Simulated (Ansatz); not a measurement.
Geometry optimisation, RKS B3LYP-D4/def2-SVP (Ansatz).

The input (input.yaml):

```yaml
crystal:
  periodic: [false, false, false]
  atoms:
    - { symbol: Ge, position_ang: [0.076584, 0.211801, -0.026528] }
    - { symbol: Cl, position_ang: [0.41926, -0.480027, 2.030018] }
    - { symbol: H, position_ang: [1.319948, -0.131415, -0.848388] }
    - { symbol: H, position_ang: [-0.510753, 1.613873, -0.107117] }
    - { symbol: F, position_ang: [-1.125487, -0.938138, -0.77193] }
    - { symbol: O, position_ang: [-2.611656, 0.118593, 1.210864] }
    - { symbol: Al, position_ang: [-2.991557, -1.064813, -0.022865] }
    - { symbol: H, position_ang: [-3.04253, -2.602697, 0.364763] }
    - { symbol: H, position_ang: [-3.819254, -0.43562, -1.220038] }
    - { symbol: H, position_ang: [-2.130057, -0.135856, 2.027721] }
basis:
  gaussian: { orbitals: def2-SVP }
hamiltonian:
  xc: b3lyp
  dispersion: d4
relax:
  f_tol: 0.03
  max_steps: 50
```

Command:

```bash
$ ansatz run input.yaml --threads 4 --pin off --max-ram 5120MiB --backend cpu --events-out ev --progress --plain --runs-dir out
```

Q: Where does it end, and by what steps?

A: The run converged. After 17 steps the energy has fallen by 0.874 eV; Cl2 moved furthest, 1.30 Å. Joined: Ge1–O6 (2.96 → 1.87 Å).

| step | energy less start (eV) | largest force component (eV/Å) | accepted |
| --- | --- | --- | --- |
| 0 | 0.0000 | 0.706 | yes |
| 1 | -0.0061 | 2.165 | yes |
| 2 | -0.0807 | 0.937 | yes |
| 3 | -0.1104 | 0.135 | yes |
| 4 | -0.1283 | 0.189 | yes |
| 5 | -0.1650 | 0.475 | yes |
| 6 | -0.2129 | 0.673 | yes |
| 7 | -0.2587 | 0.878 | yes |
| 8 | -0.3343 | 0.478 | yes |
| 9 | -0.4456 | 0.471 | yes |
| 10 | -0.5801 | 0.430 | yes |
| 11 | -0.7034 | 0.331 | yes |
| 12 | -0.7774 | 0.342 | yes |
| 13 | -0.8288 | 0.359 | yes |
| 14 | -0.8673 | 0.251 | yes |
| 15 | -0.8637 | 0.320 | no |
| 16 | -0.8729 | 0.095 | yes |
| 17 | -0.8744 | 0.007 | yes |

```xyz
10
Properties=species:S:1:pos:R:3
Ge -0.171 0.201 0.387
Cl 0.589 0.762 2.377
H 0.725 -0.939 -0.075
H -0.343 1.514 -0.361
F -1.484 -0.582 -1.364
O -1.814 -0.439 1.021
Al -2.877 -1.111 -0.435
H -2.970 -2.685 -0.287
H -4.140 -0.173 -0.606
H -1.930 -0.392 1.981
```

Run time: 53 s on 4 threads of Arm Neoverse V1 (shared host), peak memory 0.33 GiB.
